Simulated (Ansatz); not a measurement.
```yaml
crystal:
  periodic: [false, false, false]
  atoms:
    - {symbol: Ge, position_ang: [0.103028, 2.014495, -1.035468]}
    - {symbol: Ge, position_ang: [1.258640, -1.876876, -0.186115]}
    - {symbol: Ge, position_ang: [-2.112524, -0.213994, 1.893320]}
    - {symbol: Se, position_ang: [2.218698, 0.556107, -0.475658]}
    - {symbol: Se, position_ang: [0.767024, -0.252684, -2.195435]}
    - {symbol: Se, position_ang: [-0.572380, -1.973163, 1.397530]}
    - {symbol: Se, position_ang: [-1.662487, 1.746114, 0.601827]}
basis:
  gaussian: {orbitals: def2-TZVP, initial_orbitals: start.molden}
hamiltonian: {xc: {name: wB97X-V}}
scf: {omitted_lower_state_checks: [starts]}
output: {orbitals: {seedname: orbitals}}
```

The file start.molden holds the orbitals of an earlier run on this structure, at another level or in another basis.

```sh
$ ansatz run in.yaml --threads 4 --pin off --events-out ev --progress --plain --max-ram 4787MiB
```

Does this run fit into the memory that it is given?

No. It has 336 basis functions, and Ansatz plans for 7 GiB where 5 GiB are given.
